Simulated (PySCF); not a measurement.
These 2 structures share the formula C4H3IO. Computed with PBE0-D3(BJ)/def2-SVP geometry optimisation, gas phase, def2 core potentials past Kr in PySCF 2.14.0. One conformer each; no zero-point energy, no entropy. No frequencies were run at this level. Point groups hold within 0.08 Å.

Problem. Order them by energy at this level, lowest first, and give relative energies in kcal/mol.
A. `IC1=COC=C1`
B. `Ic1ccco1`

Solution. A (0.0), B (1.3).

Neighbours under 2.5 kcal/mol apart (Ic1ccoc1 and Ic1ccco1) can change places with a better method, another conformer or zero-point energy.

```csv
SMILES,E (Eh),E rel (kcal/mol),dipole (D),point group,"A, B, C (MHz)"
Ic1ccoc1,-526.71121,0.0,0.86,Cs,"9387, 952.6, 864.9"
Ic1ccco1,-526.70909,1.3,1.22,Cs,"9307, 1007, 908.8"
```

Problem. As an exercise, what shares would exp(−E/RT) give at 298.15 K from these electronic energies alone (no entropy, no degeneracies)?

Solution. RT = 0.592 kcal/mol: Ic1ccoc1 90.4 %, Ic1ccco1 9.6 %.
